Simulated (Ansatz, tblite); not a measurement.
**Ligand exchange: SiH2Br2 + SiH3(SnH3) → SiH2(SiH3)Br + SnH3Br**

Species: SiH2Br2 (dibromosilane) `Br[SiH2]Br`, singlet; SiH3(SnH3), singlet; SiH2(SiH3)Br, singlet; SnH3Br `[Br][SnH3]`, singlet. The partners trade Br for SiH3: Si–Br and Sn–SiH3 bonds give way to Si–SiH3 and Sn–Br.

Shapes, held fixed at every level: PBE0-D4/def2-TZVP. Programs: Ansatz 0.2.0, tblite 0.8.0. The zero-point and thermal change to 298 K, harmonic and unscaled (PBE0-D4/def2-TZVP), is -0.2 kJ/mol.

Task: Estimate ΔH(298 K) of this reaction.

Result: The highest level, CCSD(T)/def2-TZVPP, gives ΔH(298 K) = +14.0 kJ/mol; the levels span +0.6 to +112.7. GFN1-xTB strays far from the other rows. The column of differences is taken from that level and isn't an error. No measured value is set beside it here. For atoms past krypton def2 sets carry core potentials with scalar relativity. Relativity is left out for Br unless named. Correlated rows may include outer-core shells of Br, Sn, which these sets cover unevenly.

```tsv
level	kind	ΔH(298 K) (kJ/mol)	less CCSD(T)/def2-TZVPP
GFN1-xTB	semi-empirical	+112.7	+98.7
HF/def2-SVP	Hartree–Fock	+0.6	-13.4
PBE-D4/def2-TZVPP	GGA	+11.3	-2.7
r2SCAN-D4/def2-TZVPP	meta-GGA	+11.4	-2.6
PBE0-D4/def2-TZVPP	global hybrid	+10.8	-3.2
MP2/def2-TZVPP	perturbation theory	+20.6	+6.6
CCSD(T)/def2-SVP	coupled cluster or CI	+7.3	-6.7
CCSD/def2-SVP	coupled cluster or CI	+6.4	-7.6
CCSD(T)/def2-TZVPP	coupled cluster or CI	+14.0	0.0
```
